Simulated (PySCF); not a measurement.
Mg(SH)(SeH) (H2MgSSe), SMILES [SH][Mg][SeH]. Atoms are numbered in the order given.

```xyz
5

Mg     0.0626     0.3875    -0.5933
S      0.2556     1.5933    -2.5246
H      1.2054     0.7733    -3.0097
Se    -0.1433    -0.8593     1.4616
H     -1.1734    -1.6989     0.8297
```
Charge 0, spin multiplicity 1.

Geometry optimised at PBE0-D3(BJ)/def2-TZVP. One conformer was computed; it need not be the lowest.

These are C-PCM-M06-2X/def2-SVP in PySCF values and carry that method's errors.

The values are the electrostatic part of the solvation free energy, E(continuum) − E(gas) at the gas-phase geometry, in a cavity of scaled van der Waals radii (PySCF's table); cavitation and dispersion terms are not included. A continuum can't describe solvent molecules that bind to the metal. In vacuum the orbital gap is 7.01 eV. The dipole moment in vacuum is 0.97 D.

Computed values in water (ε = 78.36), acetonitrile (ε = 35.69), 1-octanol (ε = 9.86):
```csv
solvent,ε,ΔG(elec) (kcal/mol),dipole (D),gap (eV)
water,78.36,-14.2,1.43,7.54
acetonitrile,35.69,-14.0,1.42,7.53
1-octanol,9.86,-12.6,1.37,7.48
```
